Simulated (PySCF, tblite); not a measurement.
Species: C5H5NO3P (charge -1).
Cartesian coordinates in Å at the GFN2-xTB level; atoms count from 1:
```
atom  x, y, z in Å
O1     2.2881   -0.7164    1.4306
P2     2.0060   -0.4309    0.0037
O3     2.4085   -1.3706   -1.0831
O4     2.6199    1.0656   -0.3892
C5     0.1951   -0.0898   -0.1532
C6    -0.6391   -1.1908   -0.0417
C7    -2.0067   -1.0059   -0.1137
N8    -2.5762    0.1805   -0.2887
C9    -1.7729    1.2298   -0.3878
C10   -0.3922    1.1530   -0.3233
H11    2.8123    0.9668   -1.3190
H12   -0.1948   -2.1656    0.0964
H13   -2.6975   -1.8394   -0.0309
H14   -2.2759    2.1823   -0.5286
H15    0.2211    2.0394   -0.3989
```

Structure optimised with GFN2-xTB, isolated species.

Masses are those of the commonest isotopes; rigid-rotor values at the optimised geometry. The values belong to one conformer with, in the numbering `[O:1]=[P@:2]([O-:3])([OH:4])[c:5]1[cH:6][cH:7][n:8][cH:9][cH:10]1`, O1–P2–O4–H 151°, O1–P2–C5–C6 -73°.

What are A, B and C (MHz)?

Ia = 191.80, Ib = 633.75, Ic = 714.65 u·Å²; 505379 MHz·u·Å²/I gives A = 2635, B = 797.4, C = 707.2 MHz.

Classify the top.

A near-prolate asymmetric top. Ray's parameter κ = (2B − A − C)/(A − C) = -0.906; −1 is the prolate and +1 the oblate limit.

What does the inertial defect say?

Not planar: Δ = Ic − Ia − Ib = -110.91 u·Å². For a rigid frame Δ = −2 Σ m c², so Σ m c² = 55.45 u·Å² lies off the ab plane: 1.22 from hydrogen and 54.24 from heavier atoms. The atom farthest from that plane is 1.39 Å away.

Give the other two planar moments, Paa and Pbb, and the rms extents of the mass along the axes.

Paa = Σ m a² = (Ib + Ic − Ia)/2 = 578.30 and Pbb = Σ m b² = (Ia + Ic − Ib)/2 = 136.35 u·Å². With the mass M = 158.00 u, the rms extents √(P/M) along a, b and c are 1.91, 0.93, 0.59 Å.

Its lowest GFN2-xTB frequency is 7i cm⁻¹, too small to tell a flat minimum from a shallow saddle. Constants of a rigid frame at the computed geometry: no zero-point averaging, no centrifugal distortion.
